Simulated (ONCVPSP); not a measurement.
## What the settings do to the ONCV potential of thallium (Tl)

Base potential:

```json
{"Element": "Tl (Z = 81)", "Generator": "ONCVPSP 4.0.1", "Type": "optimised norm-conserving Vanderbilt (ONCV)", "Functional": "PBEsol", "Relativity": "fully relativistic", "Frozen core": "[Kr] 4d10 4f14", "Valence charge": "21", "Reference configuration": "5s2 5p6 5d10 6s1.5 6p1.5", "Partial waves": "5s+6s: rc 1.40 bohr, ncon 4, nbas 7, qcut 6.5 1/bohr, 2 projectors; 5p+6p: rc 1.30 bohr, ncon 3, nbas 7, qcut 12.2 1/bohr, 2 projectors; 5d: rc 1.30 bohr, ncon 4, nbas 9, qcut 13.2 1/bohr, local", "Local potential": "the d channel", "Core correction": "Teter function, fcfact 4.25, rcfact 1.55"}
```

Open shells are filled in proportion to 2j + 1.

Cutoffs, loose and tight: the cutoffs (Ha) at which the residual kinetic energy of the hardest occupied pseudo-wave falls to 1 and 0.1 mHa per electron. They do not see the model core or the augmentation charge, which bear on the density cutoff. Test errors are all-electron minus pseudo excitation energies from the reference, over the configurations 5s2 5p6 5d10 6s2 6p1; 5s2 5p6 5d10 6s2 6p0; 5s2 5p6 5d10 6s1 6p0; 5s2 5p6 5d10 6s0 6p3. A dash means not determined; rows that change the core or the reference have their own tests.

```tsv
change	outcome	cutoff, loose	cutoff, tight	bound ghosts	GHOST(+) flags above zero	largest test error (meV)
base	generated, misses its reference levels by 1.36 eV	49 Ha	71 Ha	none	none	-6.9
p: qcut 7.2	generated, misses its reference levels by 1.36 eV	41 Ha	95 Ha	none	p3/2	-5.0
p: qcut 9.6	generated, misses its reference levels by 1.36 eV	41 Ha	71 Ha	none	none	-5.7
p: qcut 11.8	generated, misses its reference levels by 1.36 eV	47 Ha	71 Ha	none	none	-6.7
p: qcut 13.8	failed: ERROR pspot: first pseudo wave function has node, program will stop	–	–	–	–	–
p: qcut 16.1	failed: ERROR pspot: first pseudo wave function has node, program will stop	–	–	–	–	–
p: qcut 18	failed: ERROR pspot: first pseudo wave function has node, program will stop	–	–	–	–	–
```

Reading the sweep of the qcut of the p channel (base included, trends over the rows without a ghost): The loose cutoff stays near 47 Ha. The median size of the test errors (rows with all tests solved) stays near 1.5 meV. The generation fails at 13.8, 16.1, 18 1/bohr.
